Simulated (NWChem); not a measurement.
Molecule: BF2, doublet; SMILES F[B]F

```xyz
3

F      1.1366     0.0000    -0.1317
B      0.0000     0.0000     0.5129
F     -1.1366     0.0000    -0.1317
```
Atoms are numbered in this order, from 1.

Level: PBE0/def2-SVP, spin-unrestricted (NWChem), optimised geometry, unscaled harmonic frequencies. In the optimisation the excess spin sits in a1 (C2v, its own frame).

| frequency (cm⁻¹) | IR intensity (km/mol) |
|---|---|
| 528 | 21.9 |
| 1178 | 100.6 |
| 1459 | 342.6 |

```
Quantity                                                                                              Value
-----------------------------------------------------------------------------------------  ----------------
zero-point energy                                                                              4.5 kcal/mol
thermal correction to the enthalpy at 298.15 K (with zero-point energy)                        7.0 kcal/mol
heat capacity Cv                                                                            7.5 cal/(mol K)
entropy at 298.15 K and 1 atm (symmetry number 2, electronic part: spin degeneracy alone)  58.9 cal/(mol K)
dipole moment                                                                                        0.25 D
```

Rigid rotor and harmonic oscillator.
